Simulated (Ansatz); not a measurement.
MF2 with several metals: r2SCAN-D4/def2-TZVPD single points in Ansatz on relaxed structures, gas phase. HOMO and LUMO are taken over both spins. Binding counts from free atoms in the multiplicity of their measured ground term, without zero-point energy. Singlets are spin-restricted. The spins of the ions were chosen, not always searched. The structures are stationary points that may keep the symmetry of their start. Remarks come from the PBE and PBE0 runs and from stability tests at other levels; not every state was tested. A HOMO above zero means that the electron is unbound at that level and held by the basis, or that self-interaction error raises the level; the energy of removing that electron tells which.

Task: Estimate the order by vertical EA (eV), lowest first.
A. MnF2 (sextet; reduced ion quintet)
B. NiF2 (triplet; reduced ion doublet)
C. CrF2 (quintet; reduced ion sextet)
D. CoF2 (quartet; reduced ion triplet)

Result: A (0.90), C (1.18), D (2.01), B (2.07).

In full:

| species | atoms | state | geometry | HOMO (eV) | LUMO (eV) | gap (eV) | vertical EA (eV) | binding per atom (eV) | point group (within 0.1 Å) | remarks |
| --- | --- | --- | --- | --- | --- | --- | --- | --- | --- | --- |
| NiF2 | 3 | triplet; reduced ion doublet | PBE-D4/def2-TZVP | -7.94 | -6.01 | 1.93 | 2.07 | 3.23 | D∞h | HOMO above zero (-1 doublet) |
| MnF2 | 3 | sextet; reduced ion quintet | PBE0-D4/def2-TZVP | -7.40 | -3.37 | 4.03 | 0.90 | 3.61 | D∞h | HOMO above zero (-1 quintet), spin-contaminated (⟨S²⟩ up to 6.28) (-1 quintet) |
| CoF2 | 3 | quartet; reduced ion triplet | r2SCAN-D4/def2-TZVP | -6.77 | -5.32 | 1.45 | 2.01 | 3.34 | D∞h | HOMO above zero (-1 triplet) |
| CrF2 | 3 | quintet; reduced ion sextet | B3LYP-D4/def2-TZVP | -6.06 | -4.67 | 1.40 | 1.18 | 3.33 | C2v | HOMO above zero (-1 sextet) |

The gap (eV) runs from 1.40 (CrF2) to 4.03 (MnF2). The vertical EA (eV) runs from 0.90 (MnF2) to 2.07 (NiF2).
